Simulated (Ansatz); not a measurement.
| atom | x (Å) | y (Å) | z (Å) |
| --- | --- | --- | --- |
| C | -0.0021 | 0.0059 | -0.7312 |
| C | -0.0012 | 0.0099 | 0.7230 |
| H | -0.0097 | -0.9345 | -1.3011 |
| H | 0.0022 | 0.9240 | -1.2979 |
| H | -0.9280 | 0.0088 | 1.3038 |
| H | 0.9343 | 0.0054 | 1.3108 |

Basis set: 6-31G* (spherical functions). Frozen core: 2 orbitals. Charge 0, multiplicity 3.

Computed with Ansatz (development build ahead of 0.2.0); each method stands on the lowest determinant of its kind that the runs found.

**Question.** Give the atomization energy at this shape (free ground-state atoms in the same class of orbitals less the molecule, no zero-point energy) of triplet C2H4 by UHF-MP2, UHF.

**Answer.**

```tsv
method	atomization energy
UHF-MP2	19.54 eV
UHF	16.56 eV
```

Caution: another spin multiplicity may lie lower.
